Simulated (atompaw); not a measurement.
Reading a pseudo-wave (europium)

Columns: radius, all-electron u(r) and pseudo u(r) of the 5d shell (level -3.03 eV) of europium in the configuration [Kr] 4d10 4f7 5s2 5p6 5d0 6s1.75 6p0; LDA (PW92), scalar-relativistic, PAW (atompaw) scheme, atompaw 4.2.0.5.

```csv
r (bohr),all-electron,pseudo
0.115,0.1412,0.0001
0.231,0.0590,0.0007
0.346,-0.1349,0.0023
0.462,-0.2298,0.0056
0.577,-0.2102,0.0109
0.692,-0.1234,0.0187
0.808,-0.0089,0.0298
0.923,0.1070,0.0444
1.038,0.2129,0.0631
1.154,0.3048,0.0863
1.269,0.3799,0.1139
1.385,0.4403,0.1465
1.500,0.4867,0.1835
1.615,0.5216,0.2245
1.731,0.5469,0.2693
1.846,0.5639,0.3159
1.962,0.5744,0.3636
2.077,0.5794,0.4095
2.192,0.5801,0.4518
2.308,0.5772,0.4884
2.423,0.5717,0.5164
2.538,0.5640,0.5346
2.654,0.5546,0.5424
2.769,0.5439,0.5406
2.885,0.5322,0.5318
3.000,0.5198,0.5198
```

Question: How many radial nodes do the two functions have?

Answer: The all-electron 5d function has n − l − 1 = 2; the pseudo-wave has 0, since the states of the same l below it are removed with the core.

Question: Where does each function peak?

Answer: Outermost all-electron maximum near 2.19 bohr, pseudo maximum near 2.65 bohr (to the table’s step).

Question: Is the pseudo-wave norm-conserving?

Answer: No, it belongs to a PAW set: the norm inside the radius is not constrained, and the difference is carried by the augmentation charge.
